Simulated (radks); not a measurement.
Excited configurations of Pr3+: one electron is placed in a higher orbital outside [Xe] 4f1. The ground configuration is [Xe] 4f2. Calculated with a radial shooting solver on a logarithmic mesh with Libxc functionals: Dirac Kohn-Sham, PBE, spin-unpolarised, spherical densities, point nucleus; open shells are shared between the two j in proportion to 2j + 1. Excitation = E - E(ground); binding = E(ion) - E, where the ion is the core of charge +4; n* = 4/sqrt(2 binding) in atomic units, and the quantum defect is n - n*. Eigenvalue and <r> are those of j = l + 1/2.

5d: excitation (eV) 8.243; binding (eV) 30.696; n* 2.663; quantum defect 2.337; eigenvalue (eV) -25.553; <r> (bohr) 2.220
5f: excitation (eV) 24.677; binding (eV) 14.262; n* 3.907; quantum defect 1.093; eigenvalue (eV) -11.786; <r> (bohr) 4.190
6s: excitation (eV) 12.323; binding (eV) 26.616; n* 2.860; quantum defect 3.140; eigenvalue (eV) -23.297; <r> (bohr) 3.211
6p: excitation (eV) 17.289; binding (eV) 21.650; n* 3.171; quantum defect 2.829; eigenvalue (eV) -18.659; <r> (bohr) 3.751
6d: excitation (eV) 23.732; binding (eV) 15.206; n* 3.784; quantum defect 2.216; eigenvalue (eV) -13.244; <r> (bohr) 4.866
6f: excitation (eV) 29.541; binding (eV) 9.398; n* 4.813; quantum defect 1.187; eigenvalue (eV) -8.147; <r> (bohr) 7.365
7s: excitation (eV) 24.308; binding (eV) 14.631; n* 3.857; quantum defect 3.143; eigenvalue (eV) -13.059; <r> (bohr) 5.758
7p: excitation (eV) 26.354; binding (eV) 12.585; n* 4.159; quantum defect 2.841; eigenvalue (eV) -11.092; <r> (bohr) 6.509
7d: excitation (eV) 29.336; binding (eV) 9.602; n* 4.761; quantum defect 2.239; eigenvalue (eV) -8.466; <r> (bohr) 8.048
7f: excitation (eV) 32.384; binding (eV) 6.554; n* 5.763; quantum defect 1.237; eigenvalue (eV) -5.795; <r> (bohr) 11.26

The Delta-SCF ionisation energy is 38.939 eV (NIST Atomic Spectra Database: 38.98 eV, semi-empirical). Self-interaction in the functional shifts the binding energies and quantum defects, so they are the method's values and not measured ones. Spin polarisation and multiplet splitting are left out, so open shells lie too high by an amount that depends on their filling. Sharing an open shell by 2j + 1 raises it above the true ground level by a part of the spin-orbit splitting, which enters the differences from NIST.

Beside tabulated values, note that spin-unpolarised runs miss the spin-polarisation part of the exchange energy of open shells.
